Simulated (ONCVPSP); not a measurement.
Tm (Z = 69): ONCV pseudisation with LDA (Perdew-Zunger), scalar-relativistic reference atom.

* Element: thulium
* Generator: ONCVPSP 4.0.1
* Type: optimised norm-conserving Vanderbilt (ONCV)
* Functional: LDA (Perdew-Zunger)
* Relativity: scalar-relativistic
* Frozen core: [Kr] 4d10
* Valence charge: 23
* Reference configuration: 4f13 5s2 5p6 6s2
* Partial waves: 5s+6s: rc 2.30 bohr, ncon 4, nbas 8, qcut 4.8 1/bohr, 3 projectors, debl 1.6 Ha; 5p: rc 2.45 bohr, ncon 5, nbas 8, qcut 4.4 1/bohr, 2 projectors, debl 0.7 Ha; d scattering state at 0.33 Ha: rc 2.40 bohr, ncon 4, nbas 7, qcut 4.2 1/bohr, 2 projectors, debl 1.1 Ha; 4f: rc 1.15 bohr, ncon 4, nbas 9, qcut 14.6 1/bohr, local
* Local potential: the f channel
* Core correction: Teter function, fcfact 2.75, rcfact 1.1

In the p channel the program set the typed energies aside and used -0.994, 0.250 Ha. In the d channel the program set the typed energies aside and used 0.050, 1.150 Ha.

All-electron outer shells of the reference configuration (LDA (Perdew-Zunger), scalar-relativistic, ld1.x):

```tsv
shell	level (eV)	outermost node (bohr)	outermost maximum (bohr)
5s	-53.54	0.59	1.10
5p	-27.05	0.64	1.26
6s	-4.04	1.49	3.25
4f	-3.31	–	0.49
```

Results:

```
Cutoffs needed             : 95 Ha and 131 Ha (the cutoffs (Ha) at which the residual kinetic energy of the hardest occupied pseudo-wave falls to 1 and 0.1 mHa per electron)
Ghost test                 : ghosts flagged at negative energy: s at -313.6 eV, p at -113.1 eV, d at -155.7 eV; no localised positive-energy state flagged; a true bound ghost makes a file unfit for plane-wave use
Configuration tests        : tests left out (the all-electron energies of this program are off by 10 to 40 meV for near-neutral 4f atoms)
rms error of d²Exc/dni dnj : 5.76 mHa without and 4.32 mHa with the model core
```

Generation and tests took about 6.2 s on one core of a shared server CPU.
